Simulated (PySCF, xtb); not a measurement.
FeO3, SMILES [Fe](=[O])(=[O])=[O], multiplicity 1.

Harmonic wavenumbers (cm⁻¹) from GFN2-xTB (xtb 6.7.1) at its own minimum, in rising order: 296, 308, 308, 970, 1158, 1158.

**Question.** What does r2SCAN-D4/def2-SVP run with PySCF 2.14.0 give at its own minimum? (Estimate from the structure and the level; the computed values follow.)

**Answer.** 117, 351, 351, 966, 1074, 1074. Paired by order, the mean absolute difference is 73 cm⁻¹ and the zero-point energies are 6.0 and 5.6 kcal/mol.
